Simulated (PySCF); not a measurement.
Computed shifts of a molecule C4H10OSi, PBE0/pcSseg-1 (PySCF), GIAO, gas phase, atoms alike by connectivity averaged where their shifts nearly agree, in ppm (number of nuclei): ¹³C: 73.2 (1), 35.8 (1), 32.9 (1), 11.5 (1). ²⁹Si: -25.4 (1). ¹H: 5.27 (1), 4.95 (1), 4.10 (2), 3.10 (1), 2.51 (1), 2.17 (1), 1.75 (1), 1.53 (1), 0.81 (1). References: ¹⁷O against H2O (σ = 334.2 ppm); ¹³C against TMS (σ = 186.3 ppm); ²⁹Si against TMS (σ = 352.7 ppm); ¹H against TMS (σ = 31.56 ppm), references at their B3LYP-D3(BJ)/def2-TZVP geometries, non-relativistic. The structure is a stationary point at PBE-D3(BJ)/def2-SVP. One conformer was computed; it need not be the lowest.

**Question.** Identify the compound among the candidates.
A) CC(C)=CO[SiH3]
B) C=C[SiH2]COC
C) OC[C@H]1CC[SiH2]1
D) CC[C@H]1CO[SiH2]1

**Answer.** C, OC[C@H]1CC[SiH2]1
